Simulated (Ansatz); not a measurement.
Geometry optimisation, RKS PBE-D4/STO-3G in Ansatz.

input.yaml

```yaml
crystal:
  periodic: [false, false, false]
  atoms:
    - { symbol: "N", position_ang: [-1.7169, 0.0246, 0.5283] }
    - { symbol: C, position_ang: [-0.5811, -0.0021, -0.0068] }
    - { symbol: Si, position_ang: [0.9586, 0.168, 1.0136] }
    - { symbol: C, position_ang: [-0.3211, -0.2592, -1.4791] }
    - { symbol: F, position_ang: [0.6582, 0.4073, -2.0231] }
    - { symbol: H, position_ang: [-1.7325, 0.2608, 1.5282] }
    - { symbol: H, position_ang: [1.7181, 1.4569, 0.7862] }
    - { symbol: H, position_ang: [1.9654, -0.9444, 0.7665] }
    - { symbol: H, position_ang: [0.6384, 0.1479, 2.5153] }
    - { symbol: H, position_ang: [-0.2157, -1.3374, -1.6051] }
    - { symbol: H, position_ang: [-1.306, 0.0206, -2.0032] }
basis:
  gaussian: { orbitals: STO-3G }
hamiltonian:
  xc: pbe
  dispersion: d4
relax:
  f_tol: 0.02
  max_steps: 40
scf:
  lower_state_search: "off"
output:
  orbitals: {}
```

Run as:

```bash
$ ansatz run input.yaml --threads 1 --pin off --max-ram 2048MiB --backend cpu --events-out ev --progress --plain --runs-dir out
```

**Question.** Where does it end, and by what steps?

**Answer.** The run converged. The force dipped under the threshold on the way, but the program's further checks kept it going. Limits of this set-up: minimal basis. After 27 steps the energy has fallen by 1.091 eV; F5 moved furthest, 0.64 Å.

| step | energy less start (eV) | largest force component (eV/Å) | accepted |
| --- | --- | --- | --- |
| 0 | 0.0000 | 5.987 | yes |
| 1 | -0.9241 | 1.752 | yes |
| 2 | -0.9051 | 1.911 | no |
| 3 | -1.0400 | 0.642 | yes |
| 4 | -1.0663 | 0.622 | yes |
| 5 | -1.0711 | 0.218 | yes |
| 6 | -1.0788 | 0.277 | yes |
| 7 | -1.0804 | 0.129 | yes |
| 8 | -1.0810 | 0.028 | yes |
| 9 | -1.0814 | 0.014 | yes |
| 10 | -1.0821 | 0.063 | yes |
| 11 | -1.0835 | 0.033 | yes |
| 12 | -1.0722 | 0.664 | no |
| 13 | -1.0843 | 0.049 | yes |
| 14 | -1.0848 | 0.162 | yes |
| 15 | -1.0793 | 0.223 | no |
| 16 | -1.0866 | 0.076 | yes |
| 17 | -1.0870 | 0.117 | yes |
| 18 | -1.0884 | 0.045 | yes |
| 19 | -1.0890 | 0.099 | yes |
| 20 | -1.0895 | 0.071 | yes |
| 21 | -1.0901 | 0.059 | yes |
| 22 | -1.0826 | 0.305 | no |
| 23 | -1.0775 | 0.399 | no |
| 24 | -1.0907 | 0.032 | yes |
| 25 | -1.0907 | 0.068 | no |
| 26 | -1.0908 | 0.005 | yes |
| 27 | -1.0909 | 0.019 | yes |

```xyz
11
Properties=species:S:1:pos:R:3
N -1.846 -0.205 0.544
C -0.605 -0.085 0.090
Si 1.034 0.271 0.990
C -0.373 -0.248 -1.458
F 1.002 -0.031 -1.715
H -1.781 -0.059 1.622
H 1.620 1.528 0.544
H 1.985 -0.815 0.804
H 0.726 0.381 2.409
H -0.686 -1.280 -1.785
H -1.012 0.486 -2.024
```

Whether the end is a true minimum wasn't checked by a vibrational analysis.

The run took 50 s on 1 thread of Arm Neoverse V2 (shared host), peak memory 0.13 GiB.
